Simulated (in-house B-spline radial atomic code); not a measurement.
RPA and G0W0 for Br⁵⁺, [Ar] 3d10 4s2, as one setting changes: the highest l of the empty states. Start: Hartree-Fock. A dash marks a level of low quasi-particle weight. Computed with a B-spline radial code for spherical atoms: all electrons, scalar-relativistic (spin-free one-electron X2C), finite nucleus, each spin shell either full or empty, empty states to the listed l with an (l + 1/2)⁻⁴ tail; G0W0 by contour deformation at full frequency.

```json
{"highest l of the empty states": "4", "RPA summed (Eh)": "-1.8662", "RPA extrapolated (Eh)": "-2.129", "G0W0 level (eV)": "4s -87.60"}
{"highest l of the empty states": "5", "RPA summed (Eh)": "-1.9838", "RPA extrapolated (Eh)": "-2.1476", "G0W0 level (eV)": "4s -87.60"}
{"highest l of the empty states": "6", "RPA summed (Eh)": "-2.0417", "RPA extrapolated (Eh)": "-2.1411", "G0W0 level (eV)": "4s -87.59"}
{"highest l of the empty states": "7", "RPA summed (Eh)": "-2.0725", "RPA extrapolated (Eh)": "-2.1356", "G0W0 level (eV)": "4s -87.59"}
{"highest l of the empty states": "8", "RPA summed (Eh)": "-2.0896", "RPA extrapolated (Eh)": "-2.1299", "G0W0 level (eV)": "4s -87.58"}
{"highest l of the empty states": "9", "RPA summed (Eh)": "?", "RPA extrapolated (Eh)": "?", "G0W0 level (eV)": "?"}
{"highest l of the empty states": "10", "RPA summed (Eh)": "?", "RPA extrapolated (Eh)": "?", "G0W0 level (eV)": "?"}
{"highest l of the empty states": "11", "RPA summed (Eh)": "-2.1103", "RPA extrapolated (Eh)": "-2.1244", "G0W0 level (eV)": "4s -87.58"}
```

Task: What belongs in the row for 10?

Result: RPA summed (Eh): -2.1061; RPA extrapolated (Eh): -2.1254; G0W0 level (eV): 4s -87.58.

Task: What belongs in the row for 9?

Result: RPA summed (Eh): -2.0997; RPA extrapolated (Eh): -2.1271; G0W0 level (eV): 4s -87.58.
